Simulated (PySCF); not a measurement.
This PySCF input asks for the spin–spin couplings of SMILES [GeH3][F], FGeH$_{3}$; the geometry comes from PBE0-D3(BJ)/def2-SVP.

```python
import basis_set_exchange as bse
import numpy as np
from pyscf import gto, dft
from pyscf.data import nist
from pyscf.prop import ssc

atoms = """
Ge   -0.000436    0.000551   -0.085741
F     0.008962   -0.013268    1.657654
H     1.468652    0.009031   -0.532782
H    -0.742831    1.276526   -0.508400
H    -0.734347   -1.272841   -0.530731
"""
names = {"Ge": "pcSseg-1", "F": "pcJ-1", "H": "pcJ-1"}
basis = {el: gto.basis.parse(bse.get_basis(n, elements=[el], fmt="nwchem")) for el, n in names.items()}
mol = gto.M(atom=atoms, basis=basis, charge=0, verbose=0)
mf = dft.RKS(mol, xc="PBE")
mf.grids.level = 2
mf.grids.alignment = dft.numint.BLKSIZE   # the property module wants whole blocks of grid points
mf.conv_tol = 1e-9
mf.kernel()

sc = ssc.RKS(mf)
sc.with_fcsd = True   # Fermi contact and spin-dipole together
sc.max_cycle_cphf = 60
g = {"F": 5.257736, "H": 5.58569468}   # nuclear g factors of 19F, 1H
sc.nuc_pair = [(i, j) for i in range(mol.natm) for j in range(i + 1, mol.natm)
               if mol.atom_pure_symbol(i) in g and mol.atom_pure_symbol(j) in g]
K = sc.kernel()
unit = nist.HARTREE2J / nist.PLANCK * (0.5 * nist.E_MASS / nist.PROTON_MASS) ** 2
for (i, j), k in zip(sc.nuc_pair, K):
    a, b = mol.atom_pure_symbol(i), mol.atom_pure_symbol(j)
    J = unit * g[a] * g[b] * np.trace(k) / 3
    if abs(J) >= 1:
        print("%s%d %s%d %8.1f Hz" % (a, i, b, j, J))
```

**Question.** Give the expected output.

**Answer.** 
```
F1 H2     26.3 Hz
F1 H3     26.5 Hz
F1 H4     26.3 Hz
H2 H3     22.5 Hz
H2 H4     22.5 Hz
H3 H4     22.5 Hz
```

These numbers come from an equivalent density-fitted implementation of the same equations, which agrees with the script to about 0.1 Hz, so last digits may differ.

Size and cost of the density-fitted run: 98 basis functions, 7.4 s wall time on 1 thread of an Arm Neoverse N1, shared host.
